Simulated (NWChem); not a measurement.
**Correlation energy of Ga (+1)**

```
Ga
```
Charge +1, spin multiplicity 1.

Everything below was run with NWChem.

Basis set: def2-QZVP. Each correlation energy counts from its own Hartree-Fock reference.

The Hamiltonian is non-relativistic. The correlated methods keep 9 core orbitals frozen. No row is a measurement; the coupled-cluster row has its own basis-set and correlation limits.

Question: Order these methods by the correlation energy they give, lowest first: CR-CCSD(T), CCSD+T(CCSD), CCSD(T), SCS-MP2, MP2.

Answer: CCSD+T(CCSD) (-221.5 mHa), CCSD(T) (-220.0 mHa), CR-CCSD(T) (-218.9 mHa), MP2 (-217.0 mHa), SCS-MP2 (-201.9 mHa)
